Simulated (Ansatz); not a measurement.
Born–Oppenheimer molecular dynamics of CH3AlO2 (7 atoms, charge 0, multiplicity 1). It starts at the highest image of a converged band, a first-order saddle point between two minima.

Method: RKS PBE/def2-mTZVP in Ansatz 0.2.0.

```
ensemble                      : NVE (velocity Verlet)
time step                     : 0.5 fs
steps asked                   : 200
starting velocities drawn for : 100 K
seed                          : 2787
```

First frame:

```xyz
7
Properties=species:S:1:pos:R:3
Al -0.685 -0.781 -0.276
H 0.013 -0.324 1.165
H -0.011 -2.053 -0.956
H -2.198 -0.313 -0.447
O 0.460 0.827 -0.851
C 0.900 1.053 0.265
O 1.522 1.591 1.100
```

Problem. How far do the bonds stretch over the last three quarters of this one trajectory? (Pairs bonded in most of those frames.)

Solution. 
| bond | mean (Å) | spread (Å) | shortest | longest |
| --- | --- | --- | --- | --- |
| Al1–H2 | 1.612 | 0.010 | 1.60 | 1.65 |
| Al1–H3 | 1.601 | 0.006 | 1.59 | 1.61 |
| Al1–H4 | 1.599 | 0.009 | 1.59 | 1.61 |
| O5–C6 | 1.186 | 0.007 | 1.17 | 1.20 |
| C6–O7 | 1.166 | 0.006 | 1.15 | 1.18 |

Mean temperature of the second half: 244 K. The conserved energy stayed within 0.011 meV per atom of its start (net change 0.0024 meV per atom), so the integration is sound. The kinetic energy rose, since the run started high on the potential surface and went downhill. It ends in pieces (AlH3 + CO2), so much of that is their flight and rotation, not heat. A run of 0.1 ps of so small a system gives no equilibrium averages. The orbitals stay closed-shell, which can raise the energy where a bond breaks towards radicals; this wasn't checked here.

Time of the run: 2.7 min on 2 threads of Intel(R) Xeon(R) Platinum 8488C (Sapphire Rapids), with other jobs on the host, peak memory 0.18 GiB.
